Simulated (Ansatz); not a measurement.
# Nudged elastic band run: ClGeH5O3S

The input (input.yaml):

```yaml
crystal:
  periodic: [false, false, false]
  atoms:
    - { symbol: Ge, position_ang: [-0.172672, -0.410268, 0.048159] }
    - { symbol: Cl, position_ang: [-0.429191, -0.770706, 2.192989] }
    - { symbol: O, position_ang: [1.574995, -0.259115, -0.299585] }
    - { symbol: H, position_ang: [2.042608, -1.093431, -0.099674] }
    - { symbol: O, position_ang: [-0.971871, 1.07745, -0.446492] }
    - { symbol: H, position_ang: [-0.480807, 1.838698, -0.041064] }
    - { symbol: O, position_ang: [-0.796064, -1.811545, -0.841429] }
    - { symbol: H, position_ang: [-1.636077, -2.118861, -0.449092] }
    - { symbol: S, position_ang: [1.342378, 2.839173, 1.1015] }
    - { symbol: H, position_ang: [1.975241, 1.758359, 0.54731] }
    - { symbol: H, position_ang: [1.015159, 2.114144, 2.208476] }
basis:
  gaussian: { orbitals: def2-SVP }
hamiltonian:
  xc: pbe
neb:
  order_check: false
  images: 9
  f_tol: 0.05
  max_iterations: 60
  optimiser: fire
  climbing: immediate
  final_atoms:
    - { symbol: Ge, position_ang: [0.44299795, 0.41168021, -0.31694] }
    - { symbol: Cl, position_ang: [-1.10827841, -0.03237101, 3.14111252] }
    - { symbol: O, position_ang: [1.51610453, 0.05282404, -1.6923389] }
    - { symbol: H, position_ang: [1.76741526, -0.89104508, -1.65483987] }
    - { symbol: O, position_ang: [-0.88701996, 1.45602654, -0.86733358] }
    - { symbol: H, position_ang: [-1.17192421, 1.17944639, -1.75989852] }
    - { symbol: O, position_ang: [-0.0038871, -1.19278908, 0.30762373] }
    - { symbol: H, position_ang: [-0.47626855, -1.10325583, 1.16875828] }
    - { symbol: S, position_ang: [1.35324431, 1.72215676, 1.28516686] }
    - { symbol: H, position_ang: [2.23277876, 0.74978071, 1.66260034] }
    - { symbol: H, position_ang: [-0.20146358, 0.81144435, 2.64718715] }
  initial_path:
    images:
      - { positions_ang: [[-0.172672, -0.410268, 0.048159], [-0.429191, -0.770706, 2.192989], [1.574995, -0.259115, -0.299585], [2.042608, -1.093431, -0.099674], [-0.971871, 1.07745, -0.446492], [-0.480807, 1.838698, -0.041064], [-0.796064, -1.811545, -0.841429], [-1.636077, -2.118861, -0.449092], [1.342378, 2.839173, 1.1015], [1.975241, 1.758359, 0.54731], [1.015159, 2.114144, 2.208476]] }
      - { positions_ang: [[-0.13459698, -0.32756245, 0.03504919], [-0.37078344, -0.61374493, 2.26397467], [1.60381412, -0.21215005, -0.3406773], [2.03956586, -1.07104838, -0.19960003], [-0.92886766, 1.15344348, -0.48934746], [-0.72522927, 1.71899646, -0.22080479], [-0.79702853, -1.73540224, -0.80338783], [-1.57051118, -2.07236685, -0.34049609], [1.34084426, 2.67196326, 1.05304648], [2.05135204, 1.71776778, 0.77902654], [0.95513979, 1.9340019, 2.18431462]] }
      - { positions_ang: [[-0.09652196, -0.24485689, 0.02193939], [-0.31237588, -0.45678385, 2.33496035], [1.63263323, -0.16518511, -0.3817696], [2.03652373, -1.04866575, -0.29952605], [-0.88586432, 1.22943697, -0.53220292], [-0.96965155, 1.59929491, -0.40054559], [-0.79799307, -1.65925948, -0.76534666], [-1.50494536, -2.02587269, -0.23190018], [1.33931052, 2.50475352, 1.00459296], [2.12746307, 1.67717657, 1.01074307], [0.89512058, 1.7538598, 2.16015324]] }
      - { positions_ang: [[-0.05844693, -0.16215134, 0.00882958], [-0.25396833, -0.29982278, 2.40594602], [1.66145235, -0.11822016, -0.4228619], [2.03348159, -1.02628313, -0.39945208], [-0.84286099, 1.30543045, -0.57505838], [-1.21407382, 1.47959337, -0.58028638], [-0.7989576, -1.58311671, -0.7273055], [-1.43937954, -1.97937854, -0.12330428], [1.33777678, 2.33754378, 0.95613944], [2.20357411, 1.63658535, 1.24245961], [0.83510137, 1.5737177, 2.13599187]] }
      - { positions_ang: [[-0.02037191, -0.07944579, -0.00428022], [-0.19556077, -0.1428617, 2.47693169], [1.69027146, -0.07125521, -0.4639542], [2.03043946, -1.00390051, -0.4993781], [-0.79985765, 1.38142393, -0.61791384], [-1.4584961, 1.35989183, -0.76002717], [-0.79992214, -1.50697395, -0.68926433], [-1.37381371, -1.93288439, -0.01470837], [1.33624304, 2.17033404, 0.90768592], [2.27968515, 1.59599413, 1.47417614], [0.77508217, 1.39357561, 2.11183049]] }
      - { positions_ang: [[0.01770311, 0.00325977, -0.01739003], [-0.13715321, 0.01409937, 2.54791737], [1.71909058, -0.02429026, -0.5050465], [2.02739732, -0.98151788, -0.59930413], [-0.75685431, 1.45741741, -0.6607693], [-1.70291837, 1.24019029, -0.93976797], [-0.80088667, -1.43083119, -0.65122316], [-1.30824789, -1.88639023, 0.09388754], [1.3347093, 2.0031243, 0.8592324], [2.35579619, 1.55540292, 1.70589268], [0.71506296, 1.21343351, 2.08766911]] }
      - { positions_ang: [[0.10276208, 0.08494386, -0.07730002], [-0.33137825, 0.0048053, 2.6665564], [1.67849337, -0.0088674, -0.74250498], [1.97540091, -0.96342332, -0.81041128], [-0.78288744, 1.45713924, -0.70208216], [-1.59671954, 1.22804151, -1.10379408], [-0.64148675, -1.38322277, -0.45945378], [-1.14185202, -1.72976335, 0.30886169], [1.3384163, 1.9469308, 0.94441929], [2.3311927, 1.39427848, 1.69723421], [0.53175765, 1.13303568, 2.19957272]] }
      - { positions_ang: [[0.18782105, 0.16662795, -0.13721002], [-0.52560329, -0.00448878, 2.78519543], [1.63789616, 0.00655546, -0.97996346], [1.9234045, -0.94532876, -1.02151843], [-0.80892057, 1.45686106, -0.74339501], [-1.49052071, 1.21589273, -1.26782019], [-0.48208684, -1.33561435, -0.2676844], [-0.97545616, -1.57313647, 0.52383583], [1.3421233, 1.89073729, 1.02960618], [2.30658921, 1.23315403, 1.68857574], [0.34845234, 1.05263784, 2.31147633]] }
      - { positions_ang: [[0.27288001, 0.24831204, -0.19712001], [-0.71982833, -0.01378286, 2.90383446], [1.59729895, 0.02197832, -1.21742194], [1.87140809, -0.9272342, -1.23262558], [-0.8349537, 1.45658289, -0.78470787], [-1.38432187, 1.20374395, -1.4318463], [-0.32268693, -1.28800592, -0.07591503], [-0.80906029, -1.41650959, 0.73880998], [1.3458303, 1.83454378, 1.11479308], [2.28198573, 1.07202959, 1.67991728], [0.16514704, 0.97224001, 2.42337993]] }
      - { positions_ang: [[0.35793898, 0.32999612, -0.25703001], [-0.91405337, -0.02307693, 3.02247349], [1.55670174, 0.03740118, -1.45488042], [1.81941167, -0.90913964, -1.44373272], [-0.86098683, 1.45630472, -0.82602072], [-1.27812304, 1.19159517, -1.59587241], [-0.16328701, -1.2403975, 0.11585435], [-0.64266442, -1.25988271, 0.95378413], [1.34953731, 1.77835027, 1.19997997], [2.25738224, 0.91090515, 1.67125881], [-0.01815827, 0.89184218, 2.53528354]] }
      - { positions_ang: [[0.44299795, 0.41168021, -0.31694], [-1.10827841, -0.03237101, 3.14111252], [1.51610453, 0.05282404, -1.6923389], [1.76741526, -0.89104508, -1.65483987], [-0.88701996, 1.45602654, -0.86733358], [-1.17192421, 1.17944639, -1.75989852], [-0.0038871, -1.19278908, 0.30762373], [-0.47626855, -1.10325583, 1.16875828], [1.35324431, 1.72215676, 1.28516686], [2.23277876, 0.74978071, 1.66260034], [-0.20146358, 0.81144435, 2.64718715]] }
```

Launched with:

```bash
$ ansatz run input.yaml --threads 4 --pin off --max-ram 5120MiB --backend cpu --events-out ev --progress --plain --runs-dir out
```

Output, in part (warnings, iteration lines):

```
NEB end point (image 0): max|allowed force component| = 1.418e-2 eV/Å (the criterion of neb.relax_end_points is 1.000e-2)
NEB end point (image 10): max|allowed force component| = 1.248e-2 eV/Å (the criterion of neb.relax_end_points is 1.000e-2)
NEB iter   1: max|band force component| = 3.049e2 eV/Å  barrier→ = 48.8433 eV  barrier← = 48.5701 eV  CI = image 2  Δτ_max = 0.2000 Å  (325 SCF iters)
NEB iter   2: max|band force component| = 3.268e1 eV/Å  barrier→ = 5.1890 eV  barrier← = 4.9158 eV  CI = image 4  Δτ_max = 0.2000 Å  (265 SCF iters)
NEB iter   3: max|band force component| = 5.798e0 eV/Å  barrier→ = 2.5618 eV  barrier← = 2.2885 eV  CI = image 5  Δτ_max = 0.0244 Å  (277 SCF iters)
NEB iter   4: max|band force component| = 4.321e0 eV/Å  barrier→ = 2.4547 eV  barrier← = 2.1815 eV  CI = image 5  Δτ_max = 0.0411 Å  (254 SCF iters)
NEB iter   5: max|band force component| = 2.321e0 eV/Å  barrier→ = 2.2833 eV  barrier← = 2.0101 eV  CI = image 5  Δτ_max = 0.0457 Å  (258 SCF iters)
NEB iter   6: max|band force component| = 3.352e0 eV/Å  barrier→ = 2.0926 eV  barrier← = 1.8194 eV  CI = image 5  Δτ_max = 0.0126 Å  (261 SCF iters)
NEB iter   7: max|band force component| = 2.013e0 eV/Å  barrier→ = 2.0352 eV  barrier← = 1.7619 eV  CI = image 5  Δτ_max = 0.0202 Å  (262 SCF iters)
NEB iter   8: max|band force component| = 1.502e0 eV/Å  barrier→ = 1.9357 eV  barrier← = 1.6625 eV  CI = image 5  Δτ_max = 0.0221 Å  (262 SCF iters)
NEB iter   9: max|band force component| = 2.059e0 eV/Å  barrier→ = 1.8078 eV  barrier← = 1.5346 eV  CI = image 5  Δτ_max = 0.0077 Å  (259 SCF iters)
NEB iter  10: max|band force component| = 1.536e0 eV/Å  barrier→ = 1.7701 eV  barrier← = 1.4969 eV  CI = image 5  Δτ_max = 0.0134 Å  (245 SCF iters)
NEB iter  11: max|band force component| = 1.249e0 eV/Å  barrier→ = 1.7005 eV  barrier← = 1.4272 eV  CI = image 5  Δτ_max = 0.0180 Å  (258 SCF iters)
NEB iter  12: max|band force component| = 1.175e0 eV/Å  barrier→ = 1.6059 eV  barrier← = 1.3326 eV  CI = image 5  Δτ_max = 0.0229 Å  (260 SCF iters)
NEB iter  13: max|band force component| = 1.494e0 eV/Å  barrier→ = 1.4933 eV  barrier← = 1.2201 eV  CI = image 5  Δτ_max = 0.0271 Å  (258 SCF iters)
NEB iter  14: max|band force component| = 1.060e0 eV/Å  barrier→ = 1.4212 eV  barrier← = 1.1479 eV  CI = image 6  Δτ_max = 0.0318 Å  (258 SCF iters)
NEB iter  15: max|band force component| = 7.853e-1 eV/Å  barrier→ = 1.3594 eV  barrier← = 1.0862 eV  CI = image 6  Δτ_max = 0.0405 Å  (259 SCF iters)
NEB iter  16: max|band force component| = 8.459e-1 eV/Å  barrier→ = 1.2951 eV  barrier← = 1.0219 eV  CI = image 6  Δτ_max = 0.0497 Å  (259 SCF iters)
NEB iter  17: max|band force component| = 8.787e-1 eV/Å  barrier→ = 1.2325 eV  barrier← = 0.9593 eV  CI = image 6  Δτ_max = 0.0586 Å  (254 SCF iters)
NEB iter  18: max|band force component| = 7.137e-1 eV/Å  barrier→ = 1.1753 eV  barrier← = 0.9021 eV  CI = image 6  Δτ_max = 0.0670 Å  (255 SCF iters)
NEB iter  19: max|band force component| = 9.215e-1 eV/Å  barrier→ = 1.1230 eV  barrier← = 0.8498 eV  CI = image 6  Δτ_max = 0.0077 Å  (252 SCF iters)
NEB iter  20: max|band force component| = 5.086e-1 eV/Å  barrier→ = 1.1137 eV  barrier← = 0.8405 eV  CI = image 6  Δτ_max = 0.0100 Å  (251 SCF iters)
NEB iter  21: max|band force component| = 5.695e-1 eV/Å  barrier→ = 1.0994 eV  barrier← = 0.8262 eV  CI = image 6  Δτ_max = 0.0150 Å  (258 SCF iters)
NEB iter  22: max|band force component| = 6.840e-1 eV/Å  barrier→ = 1.0842 eV  barrier← = 0.8110 eV  CI = image 6  Δτ_max = 0.0198 Å  (261 SCF iters)
NEB iter  23: max|band force component| = 3.884e-1 eV/Å  barrier→ = 1.0707 eV  barrier← = 0.7975 eV  CI = image 6  Δτ_max = 0.0246 Å  (256 SCF iters)
NEB iter  24: max|band force component| = 4.872e-1 eV/Å  barrier→ = 1.0603 eV  barrier← = 0.7871 eV  CI = image 6  Δτ_max = 0.0286 Å  (251 SCF iters)
NEB iter  25: max|band force component| = 4.804e-1 eV/Å  barrier→ = 1.0527 eV  barrier← = 0.7795 eV  CI = image 6  Δτ_max = 0.0353 Å  (250 SCF iters)
NEB iter  26: max|band force component| = 3.085e-1 eV/Å  barrier→ = 1.0482 eV  barrier← = 0.7749 eV  CI = image 6  Δτ_max = 0.0423 Å  (249 SCF iters)
NEB iter  27: max|band force component| = 6.202e-1 eV/Å  barrier→ = 1.0497 eV  barrier← = 0.7765 eV  CI = image 6  Δτ_max = 0.0481 Å  (250 SCF iters)
NEB iter  28: max|band force component| = 2.770e-1 eV/Å  barrier→ = 1.0590 eV  barrier← = 0.7858 eV  CI = image 6  Δτ_max = 0.0533 Å  (254 SCF iters)
NEB iter  29: max|band force component| = 3.654e-1 eV/Å  barrier→ = 1.0748 eV  barrier← = 0.8016 eV  CI = image 6  Δτ_max = 0.0565 Å  (256 SCF iters)
NEB iter  30: max|band force component| = 7.422e-1 eV/Å  barrier→ = 1.0900 eV  barrier← = 0.8167 eV  CI = image 6  Δτ_max = 0.0163 Å  (253 SCF iters)
NEB iter  31: max|band force component| = 5.628e-1 eV/Å  barrier→ = 1.0887 eV  barrier← = 0.8155 eV  CI = image 6  Δτ_max = 0.0037 Å  (258 SCF iters)
NEB iter  32: max|band force component| = 3.248e-1 eV/Å  barrier→ = 1.0884 eV  barrier← = 0.8152 eV  CI = image 6  Δτ_max = 0.0058 Å  (200 SCF iters)
NEB iter  33: max|band force component| = 2.969e-1 eV/Å  barrier→ = 1.0880 eV  barrier← = 0.8148 eV  CI = image 6  Δτ_max = 0.0057 Å  (230 SCF iters)
NEB iter  34: max|band force component| = 5.131e-1 eV/Å  barrier→ = 1.0878 eV  barrier← = 0.8145 eV  CI = image 6  Δτ_max = 0.0028 Å  (237 SCF iters)
NEB iter  35: max|band force component| = 3.040e-1 eV/Å  barrier→ = 1.0876 eV  barrier← = 0.8143 eV  CI = image 6  Δτ_max = 0.0045 Å  (193 SCF iters)
NEB iter  36: max|band force component| = 2.539e-1 eV/Å  barrier→ = 1.0874 eV  barrier← = 0.8141 eV  CI = image 6  Δτ_max = 0.0044 Å  (217 SCF iters)
NEB iter  37: max|band force component| = 3.179e-1 eV/Å  barrier→ = 1.0871 eV  barrier← = 0.8139 eV  CI = image 6  Δτ_max = 0.0056 Å  (219 SCF iters)
NEB iter  38: max|band force component| = 3.149e-1 eV/Å  barrier→ = 1.0868 eV  barrier← = 0.8136 eV  CI = image 6  Δτ_max = 0.0071 Å  (219 SCF iters)
NEB iter  39: max|band force component| = 2.418e-1 eV/Å  barrier→ = 1.0863 eV  barrier← = 0.8131 eV  CI = image 6  Δτ_max = 0.0085 Å  (230 SCF iters)
NEB iter  40: max|band force component| = 2.213e-1 eV/Å  barrier→ = 1.0859 eV  barrier← = 0.8126 eV  CI = image 6  Δτ_max = 0.0097 Å  (250 SCF iters)
NEB iter  41: max|band force component| = 3.173e-1 eV/Å  barrier→ = 1.0853 eV  barrier← = 0.8120 eV  CI = image 6  Δτ_max = 0.0121 Å  (248 SCF iters)
NEB iter  42: max|band force component| = 1.946e-1 eV/Å  barrier→ = 1.0843 eV  barrier← = 0.8111 eV  CI = image 6  Δτ_max = 0.0153 Å  (246 SCF iters)
NEB iter  43: max|band force component| = 2.330e-1 eV/Å  barrier→ = 1.0832 eV  barrier← = 0.8100 eV  CI = image 6  Δτ_max = 0.0188 Å  (254 SCF iters)
NEB iter  44: max|band force component| = 1.858e-1 eV/Å  barrier→ = 1.0816 eV  barrier← = 0.8083 eV  CI = image 6  Δτ_max = 0.0229 Å  (248 SCF iters)
NEB iter  45: max|band force component| = 2.896e-1 eV/Å  barrier→ = 1.0795 eV  barrier← = 0.8063 eV  CI = image 6  Δτ_max = 0.0268 Å  (248 SCF iters)
NEB iter  46: max|band force component| = 1.641e-1 eV/Å  barrier→ = 1.0770 eV  barrier← = 0.8038 eV  CI = image 6  Δτ_max = 0.0331 Å  (252 SCF iters)
NEB iter  47: max|band force component| = 2.644e-1 eV/Å  barrier→ = 1.0742 eV  barrier← = 0.8010 eV  CI = image 6  Δτ_max = 0.0419 Å  (251 SCF iters)
NEB iter  48: max|band force component| = 4.293e-1 eV/Å  barrier→ = 1.0717 eV  barrier← = 0.7985 eV  CI = image 6  Δτ_max = 0.0112 Å  (248 SCF iters)
NEB iter  49: max|band force component| = 4.976e-1 eV/Å  barrier→ = 1.0718 eV  barrier← = 0.7986 eV  CI = image 6  Δτ_max = 0.0033 Å  (254 SCF iters)
NEB iter  50: max|band force component| = 2.216e-1 eV/Å  barrier→ = 1.0716 eV  barrier← = 0.7984 eV  CI = image 6  Δτ_max = 0.0045 Å  (209 SCF iters)
NEB iter  51: max|band force component| = 1.973e-1 eV/Å  barrier→ = 1.0716 eV  barrier← = 0.7983 eV  CI = image 6  Δτ_max = 0.0003 Å  (230 SCF iters)
NEB iter  52: max|band force component| = 1.726e-1 eV/Å  barrier→ = 1.0716 eV  barrier← = 0.7983 eV  CI = image 6  Δτ_max = 0.0006 Å  (170 SCF iters)
NEB iter  53: max|band force component| = 1.265e-1 eV/Å  barrier→ = 1.0716 eV  barrier← = 0.7983 eV  CI = image 6  Δτ_max = 0.0008 Å  (178 SCF iters)
NEB iter  54: max|band force component| = 1.258e-1 eV/Å  barrier→ = 1.0716 eV  barrier← = 0.7983 eV  CI = image 6  Δτ_max = 0.0009 Å  (183 SCF iters)
NEB iter  55: max|band force component| = 1.250e-1 eV/Å  barrier→ = 1.0716 eV  barrier← = 0.7983 eV  CI = image 6  Δτ_max = 0.0011 Å  (182 SCF iters)
NEB iter  56: max|band force component| = 1.389e-1 eV/Å  barrier→ = 1.0716 eV  barrier← = 0.7983 eV  CI = image 6  Δτ_max = 0.0012 Å  (184 SCF iters)
NEB iter  57: max|band force component| = 1.492e-1 eV/Å  barrier→ = 1.0716 eV  barrier← = 0.7984 eV  CI = image 6  Δτ_max = 0.0016 Å  (181 SCF iters)
NEB iter  58: max|band force component| = 1.507e-1 eV/Å  barrier→ = 1.0716 eV  barrier← = 0.7984 eV  CI = image 6  Δτ_max = 0.0021 Å  (185 SCF iters)
NEB iter  59: max|band force component| = 1.404e-1 eV/Å  barrier→ = 1.0716 eV  barrier← = 0.7984 eV  CI = image 6  Δτ_max = 0.0028 Å  (192 SCF iters)
NEB iter  60: max|band force component| = 1.177e-1 eV/Å  barrier→ = 1.0716 eV  barrier← = 0.7984 eV  CI = image 6  Δτ_max = 0.0035 Å  (201 SCF iters)
Error: NEB band did not converge after 60 iterations: max|band force component| = 1.18e-1 eV/Å (threshold 5.0e-2); raise `neb.max_iterations` in a new run, which can start from the last band evaluated (`neb.initial_path`, with `crystal.atoms` and `neb.final_atoms` set to its first and last images), …
```

It did not converge within its limit. The band didn't meet its force threshold, so its energies are provisional: the largest band force was still 0.12 eV/Å, and over the last iterations the top stayed at 1.07 eV. The orbitals stay closed-shell, which can raise the energy where a bond breaks towards radicals; this wasn't checked here.

Final band (atoms are numbered from 1 in the order of the input):

```json
{"image": "0", "path coordinate (Å)": "0.00", "energy (eV)": "0.00", "Ge1–Cl2 (Å)": "2.19", "S9–H11 (Å)": "1.36", "Ge1–S9 (Å)": "3.74"}
{"image": "1", "path coordinate (Å)": "0.77", "energy (eV)": "0.06", "Ge1–Cl2 (Å)": "2.20", "S9–H11 (Å)": "1.36", "Ge1–S9 (Å)": "3.64"}
{"image": "2", "path coordinate (Å)": "1.55", "energy (eV)": "0.26", "Ge1–Cl2 (Å)": "2.20", "S9–H11 (Å)": "1.36", "Ge1–S9 (Å)": "3.71"}
{"image": "3", "path coordinate (Å)": "2.37", "energy (eV)": "0.35", "Ge1–Cl2 (Å)": "2.20", "S9–H11 (Å)": "1.36", "Ge1–S9 (Å)": "3.64"}
{"image": "4", "path coordinate (Å)": "3.20", "energy (eV)": "0.40", "Ge1–Cl2 (Å)": "2.22", "S9–H11 (Å)": "1.36", "Ge1–S9 (Å)": "3.09"}
{"image": "5", "path coordinate (Å)": "4.02", "energy (eV)": "0.62", "Ge1–Cl2 (Å)": "2.34", "S9–H11 (Å)": "1.38", "Ge1–S9 (Å)": "2.66"}
{"image": "6", "path coordinate (Å)": "4.83", "energy (eV)": "1.07", "Ge1–Cl2 (Å)": "2.76", "S9–H11 (Å)": "1.61", "Ge1–S9 (Å)": "2.41"}
{"image": "7", "path coordinate (Å)": "5.47", "energy (eV)": "0.70", "Ge1–Cl2 (Å)": "3.25", "S9–H11 (Å)": "1.93", "Ge1–S9 (Å)": "2.30"}
{"image": "8", "path coordinate (Å)": "6.09", "energy (eV)": "0.40", "Ge1–Cl2 (Å)": "3.64", "S9–H11 (Å)": "2.10", "Ge1–S9 (Å)": "2.26"}
{"image": "9", "path coordinate (Å)": "6.71", "energy (eV)": "0.30", "Ge1–Cl2 (Å)": "3.77", "S9–H11 (Å)": "2.17", "Ge1–S9 (Å)": "2.26"}
{"image": "10", "path coordinate (Å)": "7.32", "energy (eV)": "0.27", "Ge1–Cl2 (Å)": "3.82", "S9–H11 (Å)": "2.26", "Ge1–S9 (Å)": "2.26"}
```

The run took 11 min on 4 threads of Arm Neoverse V2, with other jobs on the host, peak memory 0.22 GiB.
